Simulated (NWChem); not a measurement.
Molecule: C2H4AlFO; SMILES C=[CH][Al]([OH])[F]

```xyz
9

Al     0.0428    -0.4236     0.0000
F     -0.8629    -1.8218     0.0000
C     -0.7723     1.3198     0.0000
C     -0.0153     2.4285     0.0000
H     -1.8623     1.4532     0.0000
H     -0.4490     3.4371     0.0000
H      1.0804     2.3835     0.0000
O      1.7330    -0.5313     0.0000
H      2.2556    -1.3339     0.0000
```
Atoms are numbered in this order, from 1.

Level: PBE0/def2-SVP (NWChem), optimised geometry, unscaled harmonic frequencies. 

| frequency (cm⁻¹) | IR intensity (km/mol) |
|---|---|
| 79 | 0.1 |
| 107 | 0.0 |
| 229 | 46.9 |
| 251 | 19.1 |
| 312 | 5.4 |
| 353 | 154.3 |
| 477 | 77.5 |
| 554 | 144.3 |
| 609 | 11.2 |
| 849 | 184.7 |
| 940 | 99.2 |
| 1000 | 26.7 |
| 1014 | 29.8 |
| 1061 | 13.9 |
| 1267 | 2.5 |
| 1420 | 18.6 |
| 1665 | 18.1 |
| 3126 | 14.9 |
| 3159 | 3.6 |
| 3223 | 5.8 |
| 3995 | 117.8 |

```json
{
  "zero_point_energy": "36.7 kcal/mol",
  "thermal correction to the enthalpy at 298.15 K (with zero-point energy)": "41.6 kcal/mol",
  "heat capacity Cv": "22.5 cal/(mol K)",
  "entropy at 298.15 K and 1 atm (symmetry number 1)": "81.7 cal/(mol K)",
  "dipole_moment": "1.00 D"
}
```

Rigid rotor and harmonic oscillator; modes under 100 cm⁻¹ make the entropy uncertain.
